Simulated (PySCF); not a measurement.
How methods differ on the excitation energy of Ar⁺

Ar⁺ [Ne] 3s2 3p5 (2P) → Ar⁺ [Ne] 3s2 3p4 4s1 (4P), as a difference of total energies. All numbers are calculated (PySCF 2.14, scalar relativity by spin-free X2C-1e, in aug-cc-pVDZ-DK). Correlated levels: valence: [Ne] frozen. The calculations carry no spin-orbit coupling.

```
           method  excitation energy (eV)
              UHF                  16.008
    MP2 (valence)                  16.325
SCS-MP2 (valence)                  16.404
   CCSD (valence)                  16.252
CCSD(T) (valence)                  16.248
  CCSDT (valence)                  16.247
```

Q: How much does correlation contribute at CCSD(T) (valence)?

A: 16.248 − (16.008) = 0.240 eV, measured against UHF.

Errors of the correlated levels include the incompleteness of this basis and the frozen core.

For comparison: 16.648 eV (measured; NIST levels, between the centres of gravity of the two terms).
